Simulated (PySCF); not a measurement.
fluoromethylidenecyclobutane (C5H7F), SMILES FC=C1CCC1.

Coordinates come from a B3LYP-D3(BJ)/def2-SVP optimisation. A frequency run showed that this geometry is not a minimum.

Computed with PySCF with PBE/def2-TZVP.

Computed frontier levels, gap, dipole moment and polarisability:
| Property | Value |
|---|---|
| highest occupied level | -5.63 eV |
| lowest empty level | -0.69 eV |
| orbital gap | 4.94 eV |
| dipole moment | 0.333 e·Å |
| quadrupole, principal values (traceless, Buckingham form, about the centre of nuclear charge) | -4.26, 0.53, 3.73 D·Å |
| mean static polarisability | 60.3 bohr³ (8.94 Å³) |
| polarisability, principal values | 45.7, 59.3, 75.9 bohr³ |
